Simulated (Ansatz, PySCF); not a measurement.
Dimer: H2S (SMILES S) (first 3 atoms) with CH3F (SMILES CF); geometry from B3LYP-D3(BJ)/def2-TZVP, rigid monomers moved along the line of their centres of mass till H3···F5 is 2.61 Å.
(charge 0, multiplicity 1):
```xyz
8

S     -1.01864     0.17603    -0.21559
H      0.06165     0.84854    -0.64360
H     -0.30104    -0.53718     0.66929
C      0.10144     0.27699     3.82488
F      0.63988    -0.78464     3.09454
H      0.92239     0.85118     4.25445
H     -0.48656     0.89681     3.14822
H     -0.52941    -0.13209     4.61402
```

Monomers are frozen at their geometry in the pair; levels with a basis set take the counterpoise correction. Rows marked so take none.

Frozen-core correlation. Rows in 6-31G* carry no dispersion term and start afresh at each structure (6-31G* with six Cartesian d functions).

The values were computed with Ansatz (an electronic-structure program); PySCF for 6-31G* rows, the dispersion terms. Values without a source in brackets are computed.

Task: Estimate the interaction energy that BP86/6-31G* (no counterpoise) returns for this input.

Result: -2.0 kcal/mol
